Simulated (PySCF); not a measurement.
**TaN(OH)2, singlet: structure and spectrum**

Computed with PBE0/[Ta def2-TZVP with ECP60, N def2-TZVP, O def2-TZVP, H def2-TZVP], scalar-relativistic core potentials, density fitting, no spin–orbit coupling, PySCF.

The structure is a minimum.

Coordinates in bohr (charge 0 multiplicity 1):
```
Ta    0.0407   -0.0213   -0.2749
N     3.0545    0.0775    0.8075
O    -1.5464    3.0530    0.8272
O    -1.3767   -2.9595    1.3936
H    -0.6661    4.2464    1.8696
H    -3.1817   -3.1494    1.4727
```

```
Point group                                                                   : C1
Bond lengths                                                                  : O–H 0.959 Å, O–H 0.961 Å, Ta–N 1.695 Å, Ta–O 1.922 Å, Ta–O 1.939 Å
Bond angles                                                                   : H–O–Ta 119.2°, H–O–Ta 121.3°, N–Ta–O 103.6°, N–Ta–O 106.4°, O–Ta–O 111.8°
Enthalpy at 298.15 K above 0 K                                                : 16.60 kJ/mol
Principal quadrupole moments (Buckingham, traceless) about the centre of mass : -13.11, 2.58, 10.54 D Å
Lowest empty level                                                            : -3.11 eV
Dipole moment                                                                 : 5.56 D
Zero-point energy                                                             : 79.2 kJ/mol
Rotational constants                                                          : 0.2158, 0.1568, 0.1128 cm⁻¹
Rotational symmetry number                                                    : 1
Atomisation energy without zero-point energy                                  : 2405 kJ/mol
Highest occupied level                                                        : -6.86 eV
Principal polarisabilities                                                    : 35.0, 48.8, 62.7 bohr³
Entropy at 298.15 K and 1 bar                                                 : 320.0 J/(mol K)
Heat capacity Cp at 298.15 K                                                  : 82.1 J/(mol K)
```

Harmonic modes (masses in u: Ta 180.948, N 14.003, O 15.995, H 1.008):
```csv
symmetry,ω (cm⁻¹),IR (km/mol),μ (u)
a,148,10.7,6.14
a,237,29.0,6.35
a,294,7.5,7.74
a,451,109,1.10
a,567,102,1.17
a,650,13.0,1.29
a,654,321,4.16
a,677,138,4.57
a,709,7.6,1.42
a,1072,67.0,14.82
a,3871,97.3,1.07
a,3907,137,1.07
```

Charges (e):
```
atom  Mulliken  Löwdin  polar tensor  Mayer order to Ta1
 Ta1      1.11    0.69          1.72                   –
  N2     -0.49   -0.39         -0.68                2.96
  O3     -0.66   -0.31         -0.83                1.10
  O4     -0.64   -0.32         -0.80                1.07
  H5      0.35    0.17          0.31                0.01
  H6      0.32    0.16          0.28                0.02
```
Other Mayer orders above 0.3: O–H 0.88 (×2).

Mulliken populations on Ta1 (electrons outside its core potential): s 2.32, p 6.31, d 3.14, f 0.12.

This need not be the most stable arrangement of these atoms. Spin–orbit coupling, left out here, can matter for elements this heavy.

The final relaxation and frequency run took 5.5 min on 4 threads of a shared Intel Xeon Platinum 8259CL @ 2.50GHz (Skylake/Cascade Lake) host, with 145 basis functions and 36 gradients; the process peaked at 1.9 GiB.
